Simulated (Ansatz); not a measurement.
Method: B3LYP-D3(BJ)/def2-SVP run with Ansatz (a first-principles code). No frequencies were computed at this level.

Ansatz 0.2 input:
```yaml
crystal:
  periodic: [false, false, false]
  atoms:
    - { symbol: C, position_ang: [-4.126529, 1.380543, 0.911254] }
    - { symbol: S, position_ang: [-3.053501, 0.582614, -0.318589] }
    - { symbol: C, position_ang: [-1.493472, 0.620243, 0.602663] }
    - { symbol: Ge, position_ang: [-0.051708, -0.21423, -0.51204] }
    - { symbol: C, position_ang: [-0.501119, -2.106509, -0.876238] }
    - { symbol: C, position_ang: [0.193568, 0.829587, -2.175046] }
    - { symbol: C, position_ang: [1.614427, -0.117593, 0.598071] }
    - { symbol: S, position_ang: [2.98843, -0.852924, -0.326717] }
    - { symbol: C, position_ang: [4.309141, -0.622942, 0.899468] }
    - { symbol: H, position_ang: [-3.759658, 2.383139, 1.114765] }
    - { symbol: H, position_ang: [-5.122229, 1.427587, 0.483642] }
    - { symbol: H, position_ang: [-4.138341, 0.785721, 1.820797] }
    - { symbol: H, position_ang: [-1.639607, 0.074869, 1.534374] }
    - { symbol: H, position_ang: [-1.263889, 1.659935, 0.833339] }
    - { symbol: H, position_ang: [-1.4233, -2.165883, -1.446486] }
    - { symbol: H, position_ang: [-0.631407, -2.661543, 0.048466] }
    - { symbol: H, position_ang: [0.294559, -2.573393, -1.449004] }
    - { symbol: H, position_ang: [0.439483, 1.864285, -1.953575] }
    - { symbol: H, position_ang: [-0.71923, 0.810731, -2.762905] }
    - { symbol: H, position_ang: [0.998591, 0.403064, -2.765939] }
    - { symbol: H, position_ang: [1.502066, -0.670578, 1.529979] }
    - { symbol: H, position_ang: [1.877827, 0.914148, 0.828273] }
    - { symbol: H, position_ang: [4.433096, 0.437552, 1.102412] }
    - { symbol: H, position_ang: [5.218364, -1.029027, 0.469468] }
    - { symbol: H, position_ang: [4.054434, -1.159296, 1.809769] }
basis:
  gaussian: { orbitals: def2-svp }
hamiltonian:
  xc: b3lyp
  dispersion: d3bj
relax:
  max_steps: 150
  f_tol: 0.02
```

Output:

```
Functional definition: B3LYP
2538 factors; integrals over basis functions are off by at most 4.0e-4 eV
mean field evaluation 1: about -84635.4090 eV, gradient 9.4e1 eV
mean field evaluation 2: about -84624.3386 eV, gradient 1.1e2 eV
mean field evaluation 4: about -84656.2131 eV, gradient 4.1e0 eV
mean field evaluation 8: about -84656.2874 eV, gradient 6.2e-2 eV
mean field -84656.28739389 eV, -3111.0611796331 hartree, gradient 5.6e-5 eV, S^2 0.000000; 0 other end points of the search recorded, 0 dependent functions left out
reference -84656.28776758 eV, -3111.0611933658 hartree; 58, 58 occupied and 174, 174 virtual orbitals, 2538 factors
relax step   1: F+E_penalty+E_count = -84657.52950988 eV  Δ(F+E_penalty+E_count) = +0.000e0 eV  max|allowed force component| = 6.851e-1 eV/Å  Δτ_max = 0.0000 Å  (26 SCF iters, accepted)
these checks for a lower state are left out or cut short: starts, cluster_reference, orbital_swaps, neighbouring_geometries, increment
2538 factors; integrals over basis functions are off by at most 4.1e-4 eV
mean field evaluation 16: about -84656.3212 eV, gradient 4.4e0 eV
mean field -84656.39037356 eV, -3111.0649640661 hartree, gradient 8.0e-6 eV, S^2 0.000000; 0 other end points of the search recorded, 0 dependent functions left out
reference -84656.39074785 eV, -3111.0649778209 hartree; 58, 58 occupied and 174, 174 virtual orbitals, 2538 factors
relax step   2: F+E_penalty+E_count = -84657.63084611 eV  Δ(F+E_penalty+E_count) = -1.013e-1 eV  max|allowed force component| = 2.190e-1 eV/Å  Δτ_max = 0.0672 Å  (29 SCF iters, accepted)
these checks for a lower state are left out or cut short: starts, cluster_reference, orbital_swaps, neighbouring_geometries, increment
2538 factors; integrals over basis functions are off by at most 4.2e-4 eV
mean field -84656.39382750 eV, -3111.0650909960 hartree, gradient 6.7e-6 eV, S^2 0.000000; 0 other end points of the search recorded, 0 dependent functions left out
reference -84656.39420137 eV, -3111.0651047355 hartree; 58, 58 occupied and 174, 174 virtual orbitals, 2538 factors
relax step   3: F+E_penalty+E_count = -84657.64018653 eV  Δ(F+E_penalty+E_count) = -9.340e-3 eV  max|allowed force component| = 1.155e-1 eV/Å  Δτ_max = 0.0364 Å  (30 SCF iters, accepted)
these checks for a lower state are left out or cut short: starts, cluster_reference, orbital_swaps, neighbouring_geometries, increment
2538 factors; integrals over basis functions are off by at most 4.2e-4 eV
mean field evaluation 32: about -84656.3976 eV, gradient 5.5e-4 eV
mean field -84656.39755181 eV, -3111.0652278617 hartree, gradient 1.0e-5 eV, S^2 0.000000; 0 other end points of the search recorded, 0 dependent functions left out
reference -84656.39792628 eV, -3111.0652416233 hartree; 58, 58 occupied and 174, 174 virtual orbitals, 2538 factors
relax step   4: F+E_penalty+E_count = -84657.64146853 eV  Δ(F+E_penalty+E_count) = -1.282e-3 eV  max|allowed force component| = 3.023e-2 eV/Å  Δτ_max = 0.0125 Å  (24 SCF iters, accepted)
these checks for a lower state are left out or cut short: starts, cluster_reference, orbital_swaps, neighbouring_geometries, increment
2538 factors; integrals over basis functions are off by at most 4.2e-4 eV
mean field -84656.39728117 eV, -3111.0652179159 hartree, gradient 1.2e-5 eV, S^2 0.000000; 0 other end points of the search recorded, 0 dependent functions left out
reference -84656.39765563 eV, -3111.0652316772 hartree; 58, 58 occupied and 174, 174 virtual orbitals, 2538 factors
relax step   5: F+E_penalty+E_count = -84657.64165305 eV  Δ(F+E_penalty+E_count) = -1.845e-4 eV  max|allowed force component| = 9.354e-3 eV/Å  Δτ_max = 0.0117 Å  (23 SCF iters, accepted)
2538 factors; integrals over basis functions are off by at most 4.2e-4 eV
mean field -84656.39728117 eV, -3111.0652179159 hartree, gradient 1.2e-5 eV, S^2 0.000000; 1 other end points of the search recorded, 0 dependent functions left out
reference -84656.39765563 eV, -3111.0652316772 hartree; 58, 58 occupied and 174, 174 virtual orbitals, 2538 factors
Total energy: -84657.64202751 eV, -3111.1109615004 hartree
Atom 0 at    -4.163313     1.376414     0.882390 Å, force     0.005614    -0.002050    -0.001622 eV/Å
Atom 1 at    -3.054969     0.581005    -0.322701 Å, force    -0.005996     0.004126     0.006140 eV/Å
Atom 2 at    -1.486639     0.615680     0.595985 Å, force     0.009354    -0.001764     0.000927 eV/Å
Atom 3 at    -0.050045    -0.207780    -0.496532 Å, force     0.000594     0.002552     0.006054 eV/Å
Atom 4 at    -0.495217    -2.080614    -0.864358 Å, force     0.000135     0.000456     0.000830 eV/Å
Atom 5 at     0.191607     0.820136    -2.147585 Å, force     0.000054     0.000264     0.000912 eV/Å
Atom 6 at     1.606357    -0.118644     0.591526 Å, force    -0.009155     0.002552     0.000975 eV/Å
Atom 7 at     2.989037    -0.854765    -0.331060 Å, force     0.007234     0.001002     0.006111 eV/Å
Atom 8 at     4.339979    -0.642957     0.870373 Å, force    -0.005957     0.000709    -0.001601 eV/Å
Atom 9 at    -3.835092     2.403519     1.106277 Å, force     0.000096    -0.000838    -0.002356 eV/Å
Atom 10 at    -5.164850     1.413581     0.429663 Å, force    -0.002602    -0.000058    -0.001490 eV/Å
Atom 11 at    -4.215967     0.796160     1.816913 Å, force     0.000014    -0.001191    -0.002193 eV/Å
Atom 12 at    -1.582665     0.056820     1.542293 Å, force    -0.000472    -0.000360    -0.002300 eV/Å
Atom 13 at    -1.204085     1.654795     0.835673 Å, force    -0.000680    -0.001230    -0.001900 eV/Å
Atom 14 at    -1.432860    -2.143353    -1.435881 Å, force     0.000399    -0.000026     0.000032 eV/Å
Atom 15 at    -0.624797    -2.632512     0.079100 Å, force    -0.000197    -0.000798     0.001305 eV/Å
Atom 16 at     0.312530    -2.557709    -1.438529 Å, force    -0.000395     0.000133     0.000020 eV/Å
Atom 17 at     0.440215     1.865922    -1.910896 Å, force     0.000361     0.001471     0.000299 eV/Å
Atom 18 at    -0.733938     0.808330    -2.741704 Å, force     0.000405    -0.000119     0.000047 eV/Å
Atom 19 at     1.011451     0.393964    -2.744227 Å, force    -0.000387     0.000076     0.000067 eV/Å
Atom 20 at     1.443340    -0.661192     1.538159 Å, force     0.000268    -0.000529    -0.002281 eV/Å
Atom 21 at     1.821969     0.936474     0.830865 Å, force     0.000045    -0.001405    -0.001908 eV/Å
Atom 22 at     4.509447     0.422000     1.093859 Å, force    -0.000473    -0.000707    -0.002349 eV/Å
Atom 23 at     5.249962    -1.060244     0.415154 Å, force     0.002301    -0.001195    -0.001515 eV/Å
Atom 24 at     4.128541    -1.184930     1.805444 Å, force    -0.000561    -0.001070    -0.002201 eV/Å
Dipole moment:     0.046065     0.191255     0.456918 e Å
```

Cost: around 5 core-minutes (rough).
